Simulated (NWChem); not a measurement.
InICl$_{2}$; SMILES [Cl][In]([Cl])[I]

All runs: NWChem. All runs use the structure optimised with PBE0/def2-SVP. def2 effective core potentials on In, I; no spin-orbit coupling. B3LYP is NWChem's, with the RPA form of VWN correlation.

For level B3LYP/STO-3G (all-electron, non-relativistic):

- highest occupied level (eV): -5.48
- orbital gap (eV): 5.86

### Question
What are these values for level B3LYP/def2-SVP (core potentials)?

### Answer
- highest occupied level (eV): -7.92
- orbital gap (eV): 4.67
